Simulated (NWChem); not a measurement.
## A calculation on ClSi (+1)

```xyz
2

Si     0.0000     0.0000     1.0934
Cl     0.0000     0.0000    -0.9005
```
Charge +1, spin multiplicity 1.

Everything below was run with NWChem. Structure: optimised with PBE/def2-SVP, a minimum by its harmonic frequencies.

Symmetry labels belong to the abelian group C2v used in the runs, with the axes of the coordinates shown; states degenerate in a higher group split over its labels.

The structure started from a generated list of species.

Task: List the lowest 3 singlet excitations that TD-PBE/def2-SVPD gives, with oscillator strengths.

Result: 
```tsv
state	symmetry	energy (eV)	wavelength (nm)	f
1	a2	5.13	242	0.000
2	a2	5.29	234	0.000
3	a1	5.29	234	0.000
```
